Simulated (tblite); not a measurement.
C8H15O (charge +1).
Cartesian coordinates in Å at the GFN2-xTB level; atoms count from 1:
```xyz
24
C8H15O angstrom
C     -2.919   -0.803   -0.533
O     -2.252    0.418   -0.235
C     -1.257    0.407    0.619
C     -0.441    1.594    0.816
C      0.325    0.650   -0.120
C      0.227    0.964   -1.587
C      1.278   -0.235    0.350
C      1.486   -0.563    1.776
C      2.193   -0.905   -0.602
H     -3.884   -0.527   -0.951
H     -2.354   -1.373   -1.274
H     -3.063   -1.407    0.365
H     -1.204   -0.418    1.327
H     -0.784    2.497    0.329
H     -0.008    1.769    1.789
H      1.085    1.558   -1.898
H     -0.673    1.536   -1.798
H      0.204    0.062   -2.195
H      0.791   -0.091    2.462
H      2.500   -0.268    2.052
H      1.447   -1.645    1.916
H      2.855   -1.602   -0.098
H      2.798   -0.161   -1.124
H      1.639   -1.436   -1.377
```

Computed values, GFN2-xTB/tblite, gas phase, harmonic and unscaled. Errors from tens to a few hundred cm⁻¹ against measured bands are possible. One conformer, not necessarily the lowest.

Harmonic wavenumbers (cm⁻¹): 74.7, 81.0, 95.9, 124.1, 137.0, 164.1, 178.2, 232.0, 253.5, 318.8, 331.9, 395.7, 402.8, 441.6, 476.2, 508.7, 521.3, 723.8, 868.4, 898.3, 908.7, 926.6, 958.0, 985.3, 1008.7, 1023.5, 1032.5, 1052.6, 1091.5, 1103.0, 1104.0, 1139.2, 1169.6, 1232.6, 1263.7, 1288.7, 1367.0, 1370.8, 1376.1, 1398.8, 1415.2, 1426.8, 1435.9, 1438.8, 1445.0, 1447.0, 1451.7, 1462.5, 1468.0, 1480.6, 1542.1, 2976.7, 2982.3, 2983.6, 2985.4, 2991.0, 3010.2, 3010.8, 3023.3, 3033.3, 3046.2, 3064.8, 3071.8, 3079.0, 3084.7, 3102.9.

A = 2350, B = 1075, C = 1013 MHz; mass 127.112 u (most abundant isotopes); point group C1, symmetry number 1.

Task: Zero-point energy?

Result: Half the sum of the wavenumbers: 45744 cm⁻¹ = 130.79 kcal/mol.

Task: Entropy at 273.15 K, 1 bar (ideal gas, RRHO, classical rotation)?

Result: Translation 40.02, rotation 28.96, vibration 31.94: S = 100.9 cal/(mol K).

Task: And Cp and H(273.15 K) − H(0)?

Result: Cp = 41.59 cal/(mol K), of which vibrations give 33.64 (their classical limit is 66 R = 131.2); H(273.15 K) − H(0) = 6.93 kcal/mol without the zero-point energy, 4.76 from vibrations.

Task: How do the functions run with temperature in this model?

Result: 
```csv
T (K),S (cal/(mol K)),Cp (cal/(mol K)),H − H(0) (kcal/mol),G − H(0) (kcal/mol),ln q(vib)
150,80.5,28.0,2.66,-9.42,3.28
250,97.4,38.9,6.00,-18.34,6.55
298.15,104.7,44.5,8.01,-23.20,8.10
400,119.5,56.5,13.16,-34.63,11.32
600,146.4,76.4,26.56,-61.26,17.51
900,181.4,96.3,52.70,-110.57,26.34
```

q(vib) and H(0) count from the zero-point level.

Task: What must be added to the electronic energy to get the Gibbs energy at 273.15 K and 1 bar?

Result: ZPE + [H(273.15 K) − H(0)] − T·S = 130.79 + 6.93 − 27.57 = 110.15 kcal/mol.

Task: Which modes carry the vibrational entropy at 273.15 K?

Result: 74.7 cm⁻¹: 3.85; 81.0 cm⁻¹: 3.69; 95.9 cm⁻¹: 3.37; 124.1 cm⁻¹: 2.87; 137.0 cm⁻¹: 2.68; 164.1 cm⁻¹: 2.34 cal/(mol K); the other 60 give 13.14 together.

Task: Blend soft modes into free rotors: weight 1/[1 + (100 cm⁻¹/ν̃)⁴] for the oscillator and the rest for a rotor with moment μB/(μ + B), μ = h/(8π²ν), B = 10⁻⁴⁴ kg m². What vibrational entropy results?

Result: 30.41 cal/(mol K) in place of 31.94, which changes −T·S at 273.15 K by +0.42 kcal/mol.

Hindered rotation and anharmonicity are outside this model. Other conformers, if any are populated, would add a mixing term that is left out. The structure is chiral; the term R ln 2 for an equal mix with its mirror image is left out.
